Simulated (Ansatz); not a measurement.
`[BH2][GeH2][F]` + HCl → `[BH2][GeH2][Cl]` + H–F at 700 K and 1 bar (ligand exchange at a Ge–F bond).

Gas-phase electronic energies from Ansatz, PBE0-D4/def2-TZVP geometries. CBS: MP2 limit from def2 TZ/QZ plus the TZ coupled-cluster correction, frozen cores. This one scheme is used for every species. For Ge outer-core shells are correlated without core-valence functions, which leaves a few kJ/mol of doubt a bond. Scalar relativity is left out up to krypton.

```tsv
species	CCSD(T)/CBS energy (Eh)	H − E (kJ/mol)	S (J/(mol·K))
`[BH2][GeH2][F]`	-2203.09407	155.9	387.5
HCl	-460.38127	38.4	211.8
`[BH2][GeH2][Cl]`	-2563.08808	155.2	403.5
H–F	-100.39570	45.2	198.5
```

H − E and S are ideal-gas, rigid-rotor, harmonic terms from PBE0-D4/def2-TZVP. 1 Eh = 2625.50 kJ/mol, R = 8.31446 J/(mol·K).

**Question.** By hand: ΔE, ΔH, ΔS and ΔG.

**Answer.** ΔE = (-2563.08808) + (-100.39570) − (-2203.09407) − (-460.38127) = -0.00844 Eh = -22.2 kJ/mol. Δ(H − E) = 155.2 + 45.2 − 155.9 − 38.4 = 6.1, so ΔH = -16.1 kJ/mol. ΔS = 403.5 + 198.5 − 387.5 − 211.8 = 2.7 J/(mol·K). ΔG = -16.1 − 700 × (2.7)/1000 = -18.0 kJ/mol.

**Question.** By hand: the equilibrium constant, and the temperature at which ΔG would vanish if ΔH and ΔS stayed fixed.

**Answer.** log₁₀ K = −ΔG/(RT ln 10) = 1.3. ΔH and −TΔS have one sign here, so there is no such temperature.

The number of gas molecules stays the same, so ΔS is small and ΔH decides. A doubt of 5 kJ/mol in ΔE shifts log₁₀ K by 0.4 here. These are equilibria of isolated gas molecules and say nothing of rates. Largest T1 diagnostic: 0.012 (customary marks: 0.02 for closed shells, 0.045 for open ones).

ΔS is within the doubt of such terms, so its sign, and with it that verdict, could turn.
